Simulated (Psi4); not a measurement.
MoS2F2 (SMILES [F][Mo]([F])(=[S])=[S]): name the method

The species is MoS2F2 (5 atoms), meant as a singlet with charge 0. SMILES: `[F][Mo]([F])(=[S])=[S]`. Geometry: optimised at PBE0/def2-TZVP.

```xyz
5

F    -0.8134   -0.0951    1.7203
Mo    0.0552   -0.0724    0.1107
F     1.6160   -1.0260    0.1225
S    -1.2076   -0.8575   -1.3524
S     0.4698    1.9047   -0.4100
```

Orbital energies are those of the mean-field step.

A calculation with Psi4 1.11 gave:

```json
{
  "total energy": "-1064.5170 Eh",
  "dipole moment": "0.06 D",
  "HOMO energy": "-7.04 eV",
  "LUMO energy": "-4.41 eV",
  "HOMO–LUMO gap": "2.64 eV"
}
```

Task: Which of these levels gave the numbers?
A. r2SCAN-D4/def2-TZVPP (density fitting, core potential)
B. B3LYP-D4/def2-TZVPP (density fitting, core potential)
C. PBE0-D4/def2-TZVPP (density fitting, core potential)
D. CCSD(T)/def2-TZVPP (density fitting, core potential, density fitting for correlation)

Result: A. The others give -1063.1734 Eh (CCSD(T)/def2-TZVPP (density fitting, core potential, density fitting for correlation)), -1064.6568 Eh (B3LYP-D4/def2-TZVPP (density fitting, core potential)), -1064.1113 Eh (PBE0-D4/def2-TZVPP (density fitting, core potential)).
